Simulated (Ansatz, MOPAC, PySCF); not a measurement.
Isomers of C2H4Si2. Gas-phase values, no solvent. Strings in code marks are SMILES.

Quantity: vertical ionisation energy (energy after one electron is removed minus that of the parent at the parent's geometry), in eV. The restricted reference of `[SiH2]=C=C=[SiH2]` and `C#C[SiH]=[SiH2]` is unstable towards unrestricted orbitals.

Level 1: frozen-core CCSD(T)/cc-pVTZ // PBE0-D4/def2-TZVP (Ansatz, a program for electronic structure)
Level 2: PBE-D3(BJ)/def2-TZVP // PBE0-D4/def2-TZVP (PySCF)
Level 3: minus the HOMO energy of PM3 // PBE0-D4/def2-TZVP (MOPAC)
Level 4: minus the HOMO energy of SVWN5/6-31G* // PBE0-D4/def2-TZVP (PySCF)

| species | level 2 | level 3 | level 4 |
|---|---|---|---|
| `[SiH2]=C=C=[SiH2]` | 7.15 | 6.71 | 4.77 |
| `C#C[SiH]=[SiH2]` | 7.80 | 7.78 | 5.18 |

Q: What does level 1 give for each?

A: 
- `[SiH2]=C=C=[SiH2]`: 7.19
- `C#C[SiH]=[SiH2]`: 7.92
